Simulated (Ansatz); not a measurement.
`BOB(F)S`. Charge 0, multiplicity 1. The geometry is a stationary point of PBE0-D4/def2-TZVP. It is one conformer, not always the lowest.

```xyz
8

B    -1.108   -0.354   -0.767
O    -0.466    0.739   -0.293
B     0.707    0.898    0.390
F     1.202    2.123    0.435
S     1.635   -0.383    1.260
H    -2.179   -0.191   -1.270
H    -0.603   -1.442   -0.683
H     0.812   -1.390    0.928
```

**Question.** What is the dipole moment at ωB97M-V/def2-TZVPP? (Estimate.)

**Answer.** Ansatz gave: 1.69 D, with components (-0.61, -1.57, -0.18) D in this frame, pointing from negative to positive charge.

**Question.** And with PBE, r2SCAN, B3LYP? (Best estimate.)

**Answer.** The calculation gave: PBE 1.55 D, r2SCAN 1.67 D, B3LYP 1.73 D.

**Question.** Give the Mulliken charges with ωB97M-V, B3LYP, PBE in def2-TZVPP. (Best estimate.)

**Answer.** The calculation gave: 
```json
{"atom": "B1", "ωB97M-V": "0.02", "B3LYP": "0.08", "PBE": "0.08"}
{"atom": "O2", "ωB97M-V": "-0.29", "B3LYP": "-0.27", "PBE": "-0.20"}
{"atom": "B3", "ωB97M-V": "0.40", "B3LYP": "0.42", "PBE": "0.35"}
{"atom": "F4", "ωB97M-V": "-0.21", "B3LYP": "-0.22", "PBE": "-0.18"}
{"atom": "S5", "ωB97M-V": "-0.15", "B3LYP": "-0.18", "PBE": "-0.18"}
{"atom": "H6", "ωB97M-V": "0.07", "B3LYP": "0.04", "PBE": "0.01"}
{"atom": "H7", "ωB97M-V": "0.05", "B3LYP": "0.01", "PBE": "-0.01"}
{"atom": "H8", "ωB97M-V": "0.12", "B3LYP": "0.11", "PBE": "0.12"}
```

B3LYP here is the variant with VWN-RPA as its local correlation; programs differ in this.
